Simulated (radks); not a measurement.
Values are calculated unless marked as measured or tabulated.
Neutral technetium inside a hard spherical wall (all orbitals vanish at R), configuration held at [Kr] 4d5 5s2 and not refilled when levels cross. Code: a radial shooting solver on a logarithmic mesh with Libxc functionals. Model: scalar-relativistic Kohn-Sham, LDA (Slater exchange, Perdew-Wang correlation), spin-polarised, spherical densities, point nucleus; open shells are filled with parallel spins first (spin-orbit coupling, left out, can overturn this in heavy ions). Eigenvalues in eV for spin up, with the zero of energy where the potential of the charges vanishes at infinity; a dash marks a level that is unbound or too diffuse for the functional's potential to be trusted. A positive occupied level is held by the wall or, in an anion where self-interaction has pushed it up, behind a barrier. The pressure on the wall is -dE/dV.

R (bohr)  E (hartree)  kinetic (hartree)    e(4s)    e(4p)   e(4d)   e(5s)  e(5p, empty)  e(6s, empty)  pressure (GPa)
free      -4281.39334           4419.637  -74.331  -46.432  -7.864  -5.746        -1.747        -0.065               0
10        -4281.39282           4419.643  -74.290  -46.391  -7.824  -5.712        -1.641         1.708          0.0141
7         -4281.37758           4419.746  -73.743  -45.846  -7.312  -5.210        -0.678         7.015           0.850
6         -4281.34415           4419.929  -73.000  -45.112  -6.633  -4.435         0.594        12.297            3.68
5         -4281.23364           4420.448  -71.321  -43.472  -5.117  -2.413         3.610        23.095            18.1
4         -4280.82563           4422.121  -67.342  -39.643  -1.430   3.520        11.709        47.998             111
3.5       -4280.25533           4424.290  -63.475  -35.952   2.390  10.640        20.872        73.110             315
1.5       -4227.85020           4581.614   53.770   90.278  150.34  372.77        405.82        856.13          149000
